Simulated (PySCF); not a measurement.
C4H9FO, SMILES C[C@H](F)COC. The structure is a stationary point at PBE-D3(BJ)/def2-SVP. Other conformers were not sampled.

The numbers are results of PBE-D3(BJ)/def2-SVP run with PySCF, not measurements.

Harmonic wavenumbers (cm⁻¹): 82, 112, 195, 232, 246, 328, 368, 429, 634, 823, 902, 924, 953, 1060, 1111, 1122, 1143, 1163, 1199, 1234, 1308, 1326, 1352, 1362, 1403, 1404, 1408, 1419, 1422, 1453, 2866, 2887, 2918, 2940, 2948, 2988, 3063, 3080, 3099. Rotational constants (GHz): 6.389, 2.060, 1.835; symmetry number 1.

Task: Work out the zero-point energy and the ideal-gas rigid-rotor harmonic-oscillator thermochemistry at 298.15 K and 1 atm.

Result: ZPE = ½ Σ hcν = ½ × 54907 cm⁻¹ = 78.49 kcal/mol. H − E(el) = 83.78 kcal/mol. Entropy in cal/(mol K): translation 39.47, rotation 26.99, vibration 17.61, total 84.07. G − E(el) = 58.72 kcal/mol. Cp = 27.63 cal/(mol K). Modes under 150 cm⁻¹ make the vibrational entropy uncertain.
